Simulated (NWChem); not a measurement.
C2H6O2Si; SMILES O=C[SiH2]CO

```xyz
11

O     -0.9302     2.1440     0.2928
C      0.2258     1.8675     0.0237
Si     0.8160     0.0252    -0.0423
C     -0.6948    -1.1323    -0.1073
O     -0.3054    -2.5060     0.0356
H      0.9519     2.6949    -0.1783
H      1.7258    -0.1686    -1.2037
H      1.5963    -0.2378     1.2024
H     -1.4540    -0.8358     0.6318
H     -1.1773    -1.0573    -1.0875
H     -0.0196    -2.6385     0.9526
```
Atoms are numbered in this order, from 1.

The geometry was optimised at B3LYP/6-31G* (spherical d).

Problem. Give the principal values of the shielding tensors (ppm) of O1, C2, Si3, C4, O5 from B3LYP/6-31G* (spherical d), GIAO (NWChem), with their diamagnetic and paramagnetic parts as GIAO splits them.

Solution. 
| atom | σ11 | σ22 | σ33 | isotropic | diamagnetic | paramagnetic |
|---|---|---|---|---|---|---|
| O1 | -1516.7 | -496.5 | 414.9 | -532.8 | 397.3 | -930.0 |
| C2 | -159.6 | -56.9 | 102.6 | -38.0 | 252.7 | -290.7 |
| Si3 | 412.0 | 434.9 | 505.5 | 450.8 | 882.6 | -431.9 |
| C4 | 106.3 | 125.3 | 195.2 | 142.3 | 246.2 | -103.9 |
| O5 | 277.3 | 287.0 | 415.2 | 326.5 | 387.6 | -61.1 |
